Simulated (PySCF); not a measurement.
Energy of Tc²⁺ (technetium, charge +2) between two integer charges

The 4d alpha orbital of [Kr] 4d5 is emptied in steps (occupation f), with all orbitals relaxed, ending at [Kr] 4d4. All numbers are calculated (PySCF 2.14, scalar relativity through the core potential, in aug-cc-pVTZ-PP with ECP28MDF (6s6p5d3f2g, 88 functions)). The exact energy is a straight line in f; departures are measured from the line between the end points of the same method.

```tsv
f	PBE0 (eV)	r2SCAN (eV)	LC-wPBE (eV)
1	0.000	0.000	0.000
0.9	-0.395	-0.522	-0.133
0.7	-0.924	-1.218	-0.313
0.5	-1.103	-1.450	-0.376
0.3	-0.929	-1.218	-0.317
0.1	-0.399	-0.521	-0.136
0	0.000	0.000	0.000
```

```json
{"method": "PBE0", "E(f=0) − E(f=1) (eV)": "29.849", "−ε at f=1 (eV)": "25.473", "−ε at f=0.5 (eV)": "29.834"}
{"method": "r2SCAN", "E(f=0) − E(f=1) (eV)": "29.842", "−ε at f=1 (eV)": "24.049", "−ε at f=0.5 (eV)": "29.844"}
{"method": "LC-wPBE", "E(f=0) − E(f=1) (eV)": "29.718", "−ε at f=1 (eV)": "28.243", "−ε at f=0.5 (eV)": "29.707"}
```

Orbital energy along the path (eV):

```csv
f,PBE0,r2SCAN,LC-wPBE
1,-25.473,-24.049,-28.243
0.9,-26.334,-25.201,-28.527
0.7,-28.074,-27.518,-29.109
0.5,-29.834,-29.844,-29.707
0.3,-31.608,-32.166,-30.315
0.1,-33.393,-34.478,-30.927
0,-34.288,-35.629,-31.234
```

Reference removal energy between the ground levels: 29.55 eV (semi-empirical (NIST evaluation); NIST Atomic Spectra Database, ionization energies). The calculation has no spin-orbit coupling. The determinant left behind need not be the lowest term of the ion.
